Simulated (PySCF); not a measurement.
Ionisation energy of Ta⁶⁹⁺ by level of theory

Ta⁶⁹⁺ [He] 2s2 (1S) → Ta⁷⁰⁺ [He] 2s1 (2S), as a difference of total energies. Calculation: PySCF 2.14, in an even-tempered Gaussian basis (18 s from 50 bohr⁻², ratio 2.2; 8 p from 76 bohr⁻², ratio 2.4; 5 d from 230 bohr⁻², ratio 2.4; 5 f from 340 bohr⁻², ratio 2.4; 4 g from 510 bohr⁻², ratio 2.4); scalar relativity by spin-free X2C-1e. Correlated levels: nothing frozen; virtual orbitals above 40 to 60 times the deepest correlated orbital energy dropped. The calculations carry no spin-orbit coupling.

```tsv
method	ionisation energy (eV)
UHF	18782.7
LDA	18772.7
PBE	18791.4
PBE0	18789.6
r2SCAN	18779.8
B3LYP	18788.3
BP86	18792.4
MP2 (all electrons)	18787.5
SCS-MP2 (all electrons)	18788.4
```

Question: How much does correlation contribute at MP2 (all electrons)?

Answer: 18787.5 − (18782.7) = 4.8 eV, measured against UHF.

For this ion Breit and QED terms and the two-electron picture change, all absent here, outweigh the differences among the correlated methods.

For comparison: 18760 ± 50 eV (theoretical estimate listed by NIST; NIST Atomic Spectra Database, ionization energies).
